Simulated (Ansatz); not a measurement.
Ansatz (a quantum-chemistry and plane-wave program) input (HF/6-31G*):

Ansatz 0.2 input:
```yaml
crystal:
  periodic: [false, false, false]
  atoms:
    - {symbol: C, position_ang: [-1.36160010, 0.02247737, 0.02393238]}
    - {symbol: C, position_ang: [-0.71248022, -1.32326413, -0.16694909]}
    - {symbol: C, position_ang: [0.59857771, -1.38551062, -0.09269887]}
    - {symbol: C, position_ang: [1.34623471, -0.10608537, 0.17728740]}
    - {symbol: S, position_ang: [0.05262397, 1.20269752, 0.07906536]}
    - {symbol: H, position_ang: [-2.02020902, 0.32220413, -0.77960953]}
    - {symbol: H, position_ang: [-1.89201667, 0.11413584, 0.96253240]}
    - {symbol: H, position_ang: [-1.34568493, -2.17626398, -0.32441333]}
    - {symbol: H, position_ang: [1.16208457, -2.29532800, -0.18238877]}
    - {symbol: H, position_ang: [1.77380968, -0.05991047, 1.17014214]}
    - {symbol: H, position_ang: [2.11651585, 0.12580047, -0.54533101]}
    - {symbol: H, position_ang: [0.13912441, 1.48049822, -1.21540860]}
basis:
  gaussian:
    orbitals: 6-31G*
hamiltonian:
  xc: {name: HF}
total_charge: 1
phonons: {temperatures: {t_min: 298.15, t_max: 298.15, t_step: 100}}
```

Output:

```
Functional definition: HF
integrals: 0.04 GiB planned
1075 factors; integrals over basis functions are off by at most 6.4e-4 eV
mean field: 0.27 GiB planned
mean field evaluation 1: about -15038.0046 eV, gradient 3.7e1 eV
mean field evaluation 2: about -15038.1356 eV, gradient 3.6e1 eV
mean field evaluation 4: about -15041.8877 eV, gradient 3.4e0 eV
mean field evaluation 8: about -15041.9361 eV, gradient 1.6e-1 eV
mean field -15041.93618133 eV, -552.7809588733 hartree, gradient 2.2e-5 eV, S^2 0.000000; 0 other end points of the search recorded, 0 dependent functions left out
the calculation of the forces begins
reference -15041.93618133 eV, -552.7809588733 hartree; 23, 23 occupied and 70, 70 virtual orbitals, 1075 factors
these checks for a lower state are left out or cut short: stability, starts, cluster_reference, orbital_swaps, neighbouring_geometries, increment
integrals: 0.04 GiB planned
1075 factors; integrals over basis functions are off by at most 6.4e-4 eV
mean field: 0.27 GiB planned
mean field evaluation 16: about -15041.9360 eV, gradient 6.7e-5 eV
mean field -15041.93602352 eV, -552.7809530741 hartree, gradient 2.5e-6 eV, S^2 0.000000; 0 other end points of the search recorded, 0 dependent functions left out
the calculation of the forces begins
reference -15041.93602352 eV, -552.7809530741 hartree; 23, 23 occupied and 70, 70 virtual orbitals, 1075 factors
these checks for a lower state are left out or cut short: stability, starts, cluster_reference, orbital_swaps, neighbouring_geometries, increment
integrals: 0.04 GiB planned
1075 factors; integrals over basis functions are off by at most 6.4e-4 eV
mean field: 0.27 GiB planned
mean field -15041.93601705 eV, -552.7809528360 hartree, gradient 2.6e-6 eV, S^2 0.000000; 0 other end points of the search recorded, 0 dependent functions left out
the calculation of the forces begins
reference -15041.93601705 eV, -552.7809528360 hartree; 23, 23 occupied and 70, 70 virtual orbitals, 1075 factors
these checks for a lower state are left out or cut short: stability, starts, cluster_reference, orbital_swaps, neighbouring_geometries, increment
integrals: 0.04 GiB planned
1075 factors; integrals over basis functions are off by at most 6.4e-4 eV
mean field: 0.27 GiB planned
mean field -15041.93604766 eV, -552.7809539611 hartree, gradient 2.8e-6 eV, S^2 0.000000; 0 other end points of the search recorded, 0 dependent functions left out
the calculation of the forces begins
reference -15041.93604766 eV, -552.7809539611 hartree; 23, 23 occupied and 70, 70 virtual orbitals, 1075 factors
these checks for a lower state are left out or cut short: stability, starts, cluster_reference, orbital_swaps, neighbouring_geometries, increment
integrals: 0.04 GiB planned
1075 factors; integrals over basis functions are off by at most 6.4e-4 eV
mean field: 0.27 GiB planned
mean field evaluation 32: about -15041.8103 eV, gradient 4.1e-1 eV
mean field -15041.93604686 eV, -552.7809539315 hartree, gradient 3.0e-6 eV, S^2 0.000000; 0 other end points of the search recorded, 0 dependent functions left out
the calculation of the forces begins
reference -15041.93604686 eV, -552.7809539315 hartree; 23, 23 occupied and 70, 70 virtual orbitals, 1075 factors
these checks for a lower state are left out or cut short: stability, starts, cluster_reference, orbital_swaps, neighbouring_geometries, increment
integrals: 0.04 GiB planned
1075 factors; integrals over basis functions are off by at most 6.4e-4 eV
mean field: 0.27 GiB planned
mean field -15041.93597866 eV, -552.7809514255 hartree, gradient 1.5e-6 eV, S^2 0.000000; 0 other end points of the search recorded, 0 dependent functions left out
the calculation of the forces begins
reference -15041.93597866 eV, -552.7809514255 hartree; 23, 23 occupied and 70, 70 virtual orbitals, 1075 factors
these checks for a lower state are left out or cut short: stability, starts, cluster_reference, orbital_swaps, neighbouring_geometries, increment
integrals: 0.04 GiB planned
1075 factors; integrals over basis functions are off by at most 6.4e-4 eV
mean field: 0.27 GiB planned
mean field -15041.93598208 eV, -552.7809515511 hartree, gradient 1.8e-6 eV, S^2 0.000000; 0 other end points of the search recorded, 0 dependent functions left out
the calculation of the forces begins
reference -15041.93598208 eV, -552.7809515511 hartree; 23, 23 occupied and 70, 70 virtual orbitals, 1075 factors
these checks for a lower state are left out or cut short: stability, starts, cluster_reference, orbital_swaps, neighbouring_geometries, increment
integrals: 0.04 GiB planned
1075 factors; integrals over basis functions are off by at most 6.4e-4 eV
mean field: 0.27 GiB planned
mean field -15041.93586894 eV, -552.7809473931 hartree, gradient 5.1e-6 eV, S^2 0.000000; 0 other end points of the search recorded, 0 dependent functions left out
[...]
integrals: 0.04 GiB planned
1075 factors; integrals over basis functions are off by at most 6.4e-4 eV
mean field: 0.27 GiB planned
mean field -15041.93608940 eV, -552.7809554950 hartree, gradient 1.5e-6 eV, S^2 0.000000; 0 other end points of the search recorded, 0 dependent functions left out
the calculation of the forces begins
reference -15041.93608940 eV, -552.7809554950 hartree; 23, 23 occupied and 70, 70 virtual orbitals, 1075 factors
these checks for a lower state are left out or cut short: stability, starts, cluster_reference, orbital_swaps, neighbouring_geometries, increment
integrals: 0.04 GiB planned
1075 factors; integrals over basis functions are off by at most 6.4e-4 eV
mean field: 0.27 GiB planned
mean field -15041.93608719 eV, -552.7809554139 hartree, gradient 1.5e-6 eV, S^2 0.000000; 0 other end points of the search recorded, 0 dependent functions left out
the calculation of the forces begins
reference -15041.93608719 eV, -552.7809554139 hartree; 23, 23 occupied and 70, 70 virtual orbitals, 1075 factors
these checks for a lower state are left out or cut short: stability, starts, cluster_reference, orbital_swaps, neighbouring_geometries, increment
integrals: 0.04 GiB planned
1075 factors; integrals over basis functions are off by at most 6.4e-4 eV
mean field: 0.27 GiB planned
mean field -15041.93612567 eV, -552.7809568278 hartree, gradient 2.4e-6 eV, S^2 0.000000; 0 other end points of the search recorded, 0 dependent functions left out
the calculation of the forces begins
reference -15041.93612567 eV, -552.7809568278 hartree; 23, 23 occupied and 70, 70 virtual orbitals, 1075 factors
these checks for a lower state are left out or cut short: stability, starts, cluster_reference, orbital_swaps, neighbouring_geometries, increment
integrals: 0.04 GiB planned
1075 factors; integrals over basis functions are off by at most 6.4e-4 eV
mean field: 0.27 GiB planned
mean field evaluation 192: about -15041.9361 eV, gradient 1.2e-5 eV
mean field -15041.93612610 eV, -552.7809568438 hartree, gradient 2.4e-6 eV, S^2 0.000000; 0 other end points of the search recorded, 0 dependent functions left out
the calculation of the forces begins
reference -15041.93612610 eV, -552.7809568438 hartree; 23, 23 occupied and 70, 70 virtual orbitals, 1075 factors
these checks for a lower state are left out or cut short: stability, starts, cluster_reference, orbital_swaps, neighbouring_geometries, increment
integrals: 0.04 GiB planned
1075 factors; integrals over basis functions are off by at most 6.4e-4 eV
mean field: 0.27 GiB planned
mean field -15041.93609451 eV, -552.7809556827 hartree, gradient 1.7e-6 eV, S^2 0.000000; 0 other end points of the search recorded, 0 dependent functions left out
the calculation of the forces begins
reference -15041.93609451 eV, -552.7809556827 hartree; 23, 23 occupied and 70, 70 virtual orbitals, 1075 factors
these checks for a lower state are left out or cut short: stability, starts, cluster_reference, orbital_swaps, neighbouring_geometries, increment
integrals: 0.04 GiB planned
1075 factors; integrals over basis functions are off by at most 6.4e-4 eV
mean field: 0.27 GiB planned
mean field -15041.93609764 eV, -552.7809557976 hartree, gradient 1.7e-6 eV, S^2 0.000000; 0 other end points of the search recorded, 0 dependent functions left out
the calculation of the forces begins
reference -15041.93609764 eV, -552.7809557976 hartree; 23, 23 occupied and 70, 70 virtual orbitals, 1075 factors
these checks for a lower state are left out or cut short: stability, starts, cluster_reference, orbital_swaps, neighbouring_geometries, increment
integrals: 0.04 GiB planned
1075 factors; integrals over basis functions are off by at most 6.4e-4 eV
mean field: 0.27 GiB planned
mean field -15041.93616877 eV, -552.7809584119 hartree, gradient 1.9e-6 eV, S^2 0.000000; 0 other end points of the search recorded, 0 dependent functions left out
the calculation of the forces begins
reference -15041.93616877 eV, -552.7809584119 hartree; 23, 23 occupied and 70, 70 virtual orbitals, 1075 factors
these checks for a lower state are left out or cut short: stability, starts, cluster_reference, orbital_swaps, neighbouring_geometries, increment
integrals: 0.04 GiB planned
1075 factors; integrals over basis functions are off by at most 6.4e-4 eV
mean field: 0.27 GiB planned
mean field -15041.93617075 eV, -552.7809584845 hartree, gradient 1.8e-6 eV, S^2 0.000000; 0 other end points of the search recorded, 0 dependent functions left out
the calculation of the forces begins
reference -15041.93617075 eV, -552.7809584845 hartree; 23, 23 occupied and 70, 70 virtual orbitals, 1075 factors
these checks for a lower state are left out or cut short: stability, starts, cluster_reference, orbital_swaps, neighbouring_geometries, increment
integrals: 0.04 GiB planned
1075 factors; integrals over basis functions are off by at most 6.4e-4 eV
mean field: 0.27 GiB planned
mean field evaluation 224: about -15041.9361 eV, gradient 2.5e-6 eV
mean field -15041.93608880 eV, -552.7809554728 hartree, gradient 2.7e-6 eV, S^2 0.000000; 0 other end points of the search recorded, 0 dependent functions left out
the calculation of the forces begins
reference -15041.93608880 eV, -552.7809554728 hartree; 23, 23 occupied and 70, 70 virtual orbitals, 1075 factors
these checks for a lower state are left out or cut short: stability, starts, cluster_reference, orbital_swaps, neighbouring_geometries, increment
integrals: 0.04 GiB planned
1075 factors; integrals over basis functions are off by at most 6.4e-4 eV
mean field: 0.27 GiB planned
mean field -15041.93609052 eV, -552.7809555363 hartree, gradient 2.7e-6 eV, S^2 0.000000; 0 other end points of the search recorded, 0 dependent functions left out
the calculation of the forces begins
reference -15041.93609052 eV, -552.7809555363 hartree; 23, 23 occupied and 70, 70 virtual orbitals, 1075 factors
these checks for a lower state are left out or cut short: stability, starts, cluster_reference, orbital_swaps, neighbouring_geometries, increment
integrals: 0.04 GiB planned
1075 factors; integrals over basis functions are off by at most 6.4e-4 eV
mean field: 0.27 GiB planned
mean field -15041.93616945 eV, -552.7809584366 hartree, gradient 1.2e-6 eV, S^2 0.000000; 0 other end points of the search recorded, 0 dependent functions left out
the calculation of the forces begins
reference -15041.93616945 eV, -552.7809584366 hartree; 23, 23 occupied and 70, 70 virtual orbitals, 1075 factors
these checks for a lower state are left out or cut short: stability, starts, cluster_reference, orbital_swaps, neighbouring_geometries, increment
integrals: 0.04 GiB planned
1075 factors; integrals over basis functions are off by at most 6.4e-4 eV
mean field: 0.27 GiB planned
mean field -15041.93616876 eV, -552.7809584115 hartree, gradient 1.2e-6 eV, S^2 0.000000; 0 other end points of the search recorded, 0 dependent functions left out
the calculation of the forces begins
reference -15041.93616876 eV, -552.7809584115 hartree; 23, 23 occupied and 70, 70 virtual orbitals, 1075 factors
Total energy: -15041.93618133 eV, -552.7809588733 hartree
Atom 0 at    -1.361600     0.022477     0.023932 Å, force     0.001300     0.000072    -0.000612 eV/Å
Atom 1 at    -0.712480    -1.323264    -0.166949 Å, force    -0.000464    -0.000358     0.000991 eV/Å
Atom 2 at     0.598578    -1.385511    -0.092699 Å, force     0.000314    -0.000395     0.001035 eV/Å
Atom 3 at     1.346235    -0.106085     0.177287 Å, force    -0.001210     0.000191    -0.000754 eV/Å
Atom 4 at     0.052624     1.202698     0.079065 Å, force     0.000057     0.000309    -0.000749 eV/Å
Atom 5 at    -2.020209     0.322204    -0.779610 Å, force    -0.000043     0.000689    -0.000134 eV/Å
Atom 6 at    -1.892017     0.114136     0.962532 Å, force    -0.000313    -0.000148     0.000310 eV/Å
Atom 7 at    -1.345685    -2.176264    -0.324413 Å, force    -0.000068    -0.000531    -0.000407 eV/Å
Atom 8 at     1.162085    -2.295328    -0.182389 Å, force     0.000063    -0.000537    -0.000400 eV/Å
Atom 9 at     1.773810    -0.059910     1.170142 Å, force     0.000261    -0.000175     0.000343 eV/Å
Atom 10 at     2.116516     0.125800    -0.545331 Å, force     0.000123     0.000681    -0.000124 eV/Å
Atom 11 at     0.139124     1.480498    -1.215409 Å, force    -0.000019     0.000201     0.000502 eV/Å
Dipole moment:     0.020627     0.230588    -0.170901 e Å
Vibrations: 134.98 412.21 532.33 650.07 706.13 763.98 832.48 879.06 924.52 1009.54 1040.08 1079.81 1086.09 1141.46 1255.14 1288.28 1294.45 1414.90 1447.18 1482.11 1609.08 1615.53 1872.63 2916.42 3273.78 3273.93 3332.87 3334.56 3402.32 3421.43 cm⁻¹, zero-point energy 2.940123 eV
```

The blocks after the first are displaced geometries, from whose forces the wavenumbers follow.

The dipole moment of an ion depends on the origin.
